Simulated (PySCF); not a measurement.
Al(F)2(vinyl) (C₂H₃AlF₂), SMILES C=[CH][Al]([F])[F]. Atoms are numbered in the order given.

```xyz
8

Al     0.0365     0.4810     0.0000
F      0.9715     1.8506     0.0000
F     -1.6103     0.6896     0.0000
C      0.7622    -1.2966     0.0000
C     -0.0537    -2.3656     0.0000
H      1.8444    -1.4818     0.0000
H      0.3260    -3.3954     0.0000
H     -1.1455    -2.2643     0.0000
```

Coordinates come from a B3LYP-D3(BJ)/def2-SVP optimisation. The values are those of a single conformer.

Level of theory: IEF-PCM-B3LYP/def2-SVP run with PySCF.

The values are the electrostatic part of the solvation free energy, E(continuum) − E(gas) at the gas-phase geometry, in a cavity of scaled van der Waals radii (PySCF's table); cavitation and dispersion terms are not included. A continuum can't describe solvent molecules that bind to the metal. In vacuum the orbital gap is 6.73 eV. The dipole moment in vacuum is 2.38 D.

Computed values in water (ε = 78.36), benzene (ε = 2.27), ethanol (ε = 24.85):
```tsv
solvent	ε	ΔG(elec) (kcal/mol)	dipole (D)	gap (eV)
water	78.36	-7.0	2.58	6.80
benzene	2.27	-3.2	2.50	6.75
ethanol	24.85	-6.7	2.57	6.79
```
